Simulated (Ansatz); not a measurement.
`CN[SiH2]S` + H₂Te → `S[SiH2][TeH]` + CH₃NH₂  (ligand exchange at the Si–N bond)

Isolated molecules relaxed with PBE0-D4/def2-TZVP in Ansatz; ΔE leaves out vibrations. CBS: MP2 limit from def2 TZ/QZ plus the TZ coupled-cluster correction, frozen cores. DFT in def2-TZVPP. B3LYP here is the variant with VWN-RPA as its local correlation; programs differ in this. def2 core potentials past Kr. For Te outer-core shells are correlated without core-valence functions, which leaves a few kJ/mol of doubt a bond. Each species was taken in one conformer, which may not be the lowest.

(1) Is it downhill or uphill in electronic energy at CCSD(T)/CBS, and by how much? (Best estimate.)

(2) What do these levels give: BLYP-D4, B3LYP-D4, BHLYP-D4, r2SCAN, BHLYP, HF/def2-TZVPP? (Best estimate.)

(3) What do rigid-rotor, harmonic-oscillator terms from PBE0-D4/def2-TZVP frequencies (298.15 K, 1 bar) make of the CCSD(T)/CBS value? (Estimate.)

Largest T1 diagnostic among the species: 0.011.

Results:

(1) Ansatz gave: Downhill: ΔE = -8.6 kJ/mol.

(2) Ansatz gave: BLYP-D4 -4.4, B3LYP-D4 -3.8, BHLYP-D4 -3.0, r2SCAN -7.7, BHLYP 1.2, HF/def2-TZVPP 3.4 kJ/mol.

(3) Computed: ΔZPE = +12.0 kJ/mol, ΔH = +2.4 kJ/mol, ΔS = 11 J/(mol·K), ΔG = -0.8 kJ/mol.

In def2-TZVPP, CCSD(T) changes the Hartree–Fock value by −4.7 kJ/mol (the triples alone add −1.8 kJ/mol) and MP2 by −10.3 kJ/mol. From BLYP to BHLYP (50 % exact exchange), in def2-TZVPP and without D4, ΔE moves by +5.8 kJ/mol.
